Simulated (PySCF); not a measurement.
Run record: excited-state job, `C/N=C\c1ccc(F)s1`.

Method: TDDFT CAM-B3LYP/def2-SVPD, vertical, gas phase, core orbitals frozen in the response (PySCF 2.14.0, density-fitted response routines). Geometry: GFN2-xTB. A driver script takes a list of jobs; this job's settings line and coordinates (Å) are shown.

Command:
```bash
OMP_NUM_THREADS=1 python probes_run.py task.json out
```

Input:
```
{"job": {"kind": "uv", "xc": "CAM-B3LYP", "basis": "def2-SVPD", "nstates": 8, "ntriplets": 3}, "charge": 0, "multiplicity": 1}
C     -2.423967    -0.542978     0.279716
N     -2.108465     0.837396     0.477463
C     -0.941356     1.312922     0.410121
C      0.328469     0.677140     0.112284
C      0.634050    -0.509180    -0.503272
C      2.016750    -0.754425    -0.612226
C      2.743325     0.258019    -0.071348
F      4.071065     0.327066    -0.003946
S      1.782477     1.536023     0.569335
H     -1.678353    -1.224795     0.701901
H     -3.390754    -0.723274     0.750915
H     -2.525654    -0.751963    -0.788091
H     -0.863698     2.374720     0.628494
H     -0.098158    -1.180867    -0.910012
H      2.449854    -1.627813    -1.063246
```

Output:
```
coarse grid: 14008 points
cycle   1  E = -784.2351694529  dE =  1.838e+00  |g| = 5.985e-01  |ddm| = 7.515e+00
cycle   2  E = -784.1866308233  dE =  4.854e-02  |g| = 8.152e-01  |ddm| = 3.061e+00
cycle   3  E = -784.3223693608  dE = -1.357e-01  |g| = 6.561e-02  |ddm| = 1.970e+00
cycle   4  E = -784.3231515702  dE = -7.822e-04  |g| = 4.622e-02  |ddm| = 2.426e-01
cycle   5  E = -784.3235874319  dE = -4.359e-04  |g| = 1.362e-02  |ddm| = 1.280e-01
cycle   6  E = -784.3236361337  dE = -4.870e-05  |g| = 3.758e-03  |ddm| = 4.511e-02
cycle   7  E = -784.3236407653  dE = -4.632e-06  |g| = 1.909e-03  |ddm| = 1.208e-02
final grid: 133824 points
cycle   8  E = -784.4262383623  dE = -3.472e-05  |g| = 3.774e-03  |ddm| = 1.228e-01
cycle   9  E = -784.4262368836  dE =  1.479e-06  |g| = 4.696e-03  |ddm| = 1.781e-02
cycle  10  E = -784.4262420447  dE = -5.161e-06  |g| = 5.494e-04  |ddm| = 1.223e-02
cycle  11  E = -784.4262421208  dE = -7.609e-08  |g| = 2.236e-04  |ddm| = 1.598e-03
cycle  12  E = -784.4262421343  dE = -1.356e-08  |g| = 1.112e-04  |ddm| = 6.717e-04
cycle  13  E = -784.4262421376  dE = -3.268e-09  |g| = 2.472e-05  |ddm| = 3.640e-04
cycle  14  E = -784.4262421380  dE = -4.350e-10  |g| = 1.314e-05  |ddm| = 1.246e-04
converged SCF energy = -784.4262421380

Static polarisability (au): isotropic 97.642, principal 60.613 98.107 134.205

Singlet excitations
state   eV       nm        f      main configurations
  1   4.2339    292.8   0.00394   H-1->L 0.80, H-1->L+3 0.10
  2   4.8777    254.2   0.30390   H->L 0.89
  3   5.6335    220.1   0.00238   H->L+1 0.87
  4   5.6559    219.2   0.06388   H-2->L 0.82
  5   6.1918    200.2   0.00020   H-2->L+1 0.85
  6   6.4837    191.2   0.01093   H->L+2 0.65, H->L+3 0.20
  7   6.5378    189.6   0.03558   H->L+3 0.57, H->L+2 0.23
  8   6.6613    186.1   0.01694   H-1->L+1 0.34, H-1->L+3 0.22, H-1->L+2 0.14

Triplet excitations (Tamm-Dancoff, eV): 3.0825 3.5798 4.4859
```

The SCF starts on a coarse grid where the log names one; the energy can jump when the final grid takes over, and dE then counts from the start density on the new grid. H and L stand for HOMO and LUMO; the number after each pair is its weight.

Problem. How does the lowest singlet excitation compare with the HOMO–LUMO gap?

Solution. HOMO -8.13 eV and LUMO -0.59 eV give a gap of 7.54 eV; S1 at 4.23 eV lies 3.31 eV below it.

Problem. Give the mean polarisability as a volume in Å³, and the ratio of the largest to the smallest principal value.

Solution. 97.642 au × 0.148185 = 14.47 Å³; 134.205/60.613 = 2.21.

Main results: HOMO -8.13 eV, LUMO -0.59 eV; lowest singlet 4.23 eV; lowest triplet 3.08 eV (Tamm–Dancoff); mean polarisability 97.6 au.

On an x86-64 server with one thread (shared host), this took 64 s.

One conformer stands for the species.
Labels such as C1 count atoms from 1, the log's own numbers from 0.
